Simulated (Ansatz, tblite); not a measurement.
Removing an electron: Ga(NH2Me)H3 (CH₈GaN). The state is a singlet with charge 0. Geometry: PBE-D4/def2-SVP. Ansatz, gas phase; energy differences of separate SCF runs; the oxidised species was run as a doublet alone.

```xyz
11

Ga    1.371    0.291    0.956
N    -0.271   -0.668   -0.065
C    -1.104    0.246   -0.867
H    -0.835   -1.147    0.650
H     0.131   -1.411   -0.654
H    -1.940   -0.270   -1.384
H    -1.517    1.031   -0.205
H    -0.467    0.747   -1.621
H     0.526    1.317    1.833
H     2.133    0.859   -0.322
H     1.974   -0.995    1.678
```

The xTB rows come from tblite. HOMO above LUMO, or a gap near zero within one spin, warns that the state may not be the lowest or that an electron is smeared out.

Q: Estimate orbital energies and vertical ionisation energies at: GFN1-xTB; GFN2-xTB; r2SCAN-D4/def2-TZVP; PBE0-D4/def2-TZVP.

A: 
```json
{"level": "GFN1-xTB", "−HOMO (eV)": "11.62", "vertical IE (eV)": "14.56", "−LUMO (eV)": "4.66", "HOMO–LUMO gap (eV)": "6.96", "remarks": "–"}
{"level": "GFN2-xTB", "−HOMO (eV)": "10.84", "vertical IE (eV)": "13.80", "−LUMO (eV)": "4.09", "HOMO–LUMO gap (eV)": "6.75", "remarks": "–"}
{"level": "r2SCAN-D4/def2-TZVP", "−HOMO (eV)": "6.53", "vertical IE (eV)": "9.65", "−LUMO (eV)": "0.30", "HOMO–LUMO gap (eV)": "6.23", "remarks": "gap within one spin near zero (+1 doublet)"}
{"level": "PBE0-D4/def2-TZVP", "−HOMO (eV)": "7.45", "vertical IE (eV)": "9.77", "−LUMO (eV)": "0.05", "HOMO–LUMO gap (eV)": "7.40", "remarks": "–"}
```

Relaxing the oxidised species (PBE-D4/def2-SVP) changes its energy by -0.99 eV at PBE0-D4/def2-TZVP, so the adiabatic ionisation energy to this nearest minimum is 8.78 eV.  Run but left out: PBE-D4/def2-TZVP (charge +1 doublet: an occupied level 0.14 eV above an empty one).  Raw xTB energy differences between charge states are shifted by several eV; the methods need an empirical correction for them.
